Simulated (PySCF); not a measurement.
Record of a relaxation.

Species: (F2In-mu-F)2.
Bonds: In1–F2, In1–F3, In1–F4, In1–F8, F4–In5, In5–F6, In5–F7, In5–F8.

Computed by this run: PBE0-D3(BJ)/def2-SVP geometry optimisation, gas phase, def2 core potentials past Kr in PySCF 2.14.0; density fitting, grid level 1; the optimiser is geomeTRIC in internal coordinates, started from a GFN2-xTB structure with every atom displaced at random (about 0.03 Å). The frame can shift and turn from step to step; on so coarse a grid that alone can change the energy by a few meV, and forces under 0.02 eV/Å are noise.

Step 0: E = -26625.3432 eV, largest atomic force 4.386 eV/Å
```
atom  x, y, z in Å  |  force x, y, z in eV/Å
In1     1.434    0.632   -0.785   -2.624   3.096   1.663
F2      1.383    2.637   -0.720    0.107  -1.591  -0.038
F3      2.532   -0.591   -1.615    1.620  -1.805  -1.208
F4      0.796   -0.087    1.112   -0.994  -0.231  -0.598
In5    -1.380   -0.728    0.766    0.931   1.665  -0.240
F6     -2.534    0.595    1.683    0.747  -0.848  -0.582
F7     -1.442   -2.648    0.615    0.026   0.048   0.005
F8     -0.650    0.105   -1.140    0.187  -0.335   0.999
```

Step 1: E = -26625.7397 eV, largest atomic force 1.418 eV/Å
```
atom  x, y, z in Å  |  force x, y, z in eV/Å
In1     1.342    0.645   -0.749    0.617  -1.104  -0.641
F2      1.303    2.539   -0.660    0.075   0.916   0.025
F3      2.522   -0.650   -1.628   -0.446   0.477   0.348
F4      0.711   -0.075    1.090   -0.157  -0.221   0.277
In5    -1.306   -0.670    0.737    0.489  -0.417  -0.085
F6     -2.413    0.598    1.615   -0.483   0.533   0.375
F7     -1.356   -2.587    0.593    0.001  -0.138  -0.015
F8     -0.666    0.115   -1.082   -0.095  -0.047  -0.286
```

Step 2: E = -26625.7875 eV, largest atomic force 0.309 eV/Å
```
atom  x, y, z in Å  |  force x, y, z in eV/Å
In1     1.348    0.642   -0.762    0.086   0.215  -0.205
F2      1.334    2.582   -0.679    0.070  -0.301  -0.004
F3      2.511   -0.647   -1.627   -0.167   0.184   0.146
F4      0.709   -0.100    1.092   -0.043  -0.074   0.054
In5    -1.301   -0.679    0.748   -0.057   0.137   0.156
F6     -2.440    0.613    1.634    0.106  -0.135  -0.086
F7     -1.356   -2.602    0.602   -0.006   0.018   0.002
F8     -0.668    0.106   -1.093    0.011  -0.045  -0.064
```

Step 3: E = -26625.7944 eV, largest atomic force 0.202 eV/Å
```
atom  x, y, z in Å  |  force x, y, z in eV/Å
In1     1.343    0.646   -0.775   -0.167   0.114   0.014
F2      1.352    2.572   -0.676    0.045   0.004   0.007
F3      2.498   -0.635   -1.628    0.054  -0.074  -0.028
F4      0.712   -0.105    1.089   -0.009  -0.026  -0.005
In5    -1.297   -0.676    0.759    0.023   0.047   0.007
F6     -2.441    0.611    1.629    0.024  -0.028  -0.014
F7     -1.354   -2.600    0.616   -0.005   0.009   0.004
F8     -0.675    0.102   -1.098    0.035  -0.046   0.015
```

Step 4: E = -26625.7954 eV, largest atomic force 0.119 eV/Å
```
atom  x, y, z in Å  |  force x, y, z in eV/Å
In1     1.334    0.648   -0.785   -0.092   0.073   0.017
F2      1.360    2.573   -0.672    0.030   0.014  -0.001
F3      2.491   -0.638   -1.631    0.028  -0.047  -0.020
F4      0.712   -0.105    1.083    0.031  -0.003  -0.001
In5    -1.291   -0.674    0.764   -0.001  -0.029  -0.004
F6     -2.437    0.613    1.627   -0.015   0.022   0.016
F7     -1.351   -2.598    0.628   -0.006  -0.003   0.003
F8     -0.680    0.095   -1.099    0.025  -0.027  -0.010
```

Step 5: E = -26625.7954 eV, largest atomic force 0.039 eV/Å
```
atom  x, y, z in Å  |  force x, y, z in eV/Å
In1     1.321    0.654   -0.798    0.002  -0.023   0.018
F2      1.373    2.577   -0.675    0.009   0.037  -0.008
F3      2.480   -0.640   -1.638   -0.018   0.004  -0.001
F4      0.719   -0.105    1.076    0.007   0.013  -0.015
In5    -1.286   -0.675    0.774    0.004  -0.036  -0.009
F6     -2.432    0.617    1.632   -0.002   0.015   0.007
F7     -1.351   -2.599    0.645   -0.005   0.003   0.005
F8     -0.686    0.085   -1.100    0.003  -0.013   0.002
```

Step 6: E = -26625.7953 eV, largest atomic force 0.036 eV/Å
```
atom  x, y, z in Å  |  force x, y, z in eV/Å
In1     1.317    0.658   -0.801    0.018   0.005   0.014
F2      1.377    2.583   -0.686    0.001  -0.003  -0.008
F3      2.471   -0.640   -1.639   -0.016   0.006  -0.002
F4      0.721   -0.104    1.074    0.006   0.018  -0.009
In5    -1.284   -0.678    0.777    0.006  -0.035  -0.008
F6     -2.424    0.618    1.637   -0.003   0.015   0.008
F7     -1.352   -2.602    0.652   -0.005  -0.001   0.006
F8     -0.688    0.080   -1.098   -0.007  -0.005   0.000
```

Step 7: E = -26625.7952 eV, largest atomic force under 0.02 eV/Å
```
atom  x, y, z in Å  |  force x, y, z in eV/Å
In1     1.315    0.660   -0.801    0.009   0.010   0.009
F2      1.378    2.585   -0.691    0.000  -0.006  -0.006
F3      2.468   -0.640   -1.641   -0.010   0.001  -0.004
F4      0.722   -0.103    1.074    0.002   0.015  -0.004
In5    -1.283   -0.680    0.779    0.002  -0.019  -0.003
F6     -2.421    0.618    1.638    0.005   0.003   0.002
F7     -1.352   -2.605    0.655   -0.004   0.001   0.007
F8     -0.689    0.078   -1.097   -0.005  -0.004   0.001
```

Step 8: E = -26625.7952 eV, largest atomic force under 0.02 eV/Å
```
atom  x, y, z in Å  |  force x, y, z in eV/Å
In1     1.315    0.660   -0.801    0.003   0.010   0.007
F2      1.378    2.586   -0.693    0.000  -0.004  -0.006
F3      2.466   -0.639   -1.642   -0.007  -0.002  -0.006
F4      0.723   -0.102    1.074    0.001   0.012  -0.003
In5    -1.283   -0.682    0.779    0.004  -0.015  -0.003
F6     -2.418    0.619    1.639    0.005   0.002   0.002
F7     -1.353   -2.606    0.657   -0.003   0.001   0.007
F8     -0.689    0.078   -1.096   -0.003  -0.004   0.001
```

**Question.** Summarise the path.

**Answer.** The energy falls by 0.4520 eV from step 0 to step 8; nine tenths of that is first reached at step 2. It never rises by more than 0.2 meV. The largest force goes from 4.386 to under 0.02 eV/Å. Among the bonds F4–In5 changes most, from 2.295 to 2.108 Å; the atoms move by 0.090 Å rms after alignment.

What follows is the cost of the whole optimisation. Time: 88 s; peak memory 0.56 GiB. Hardware: one thread, Arm Neoverse V2 (aarch64) (shared host).
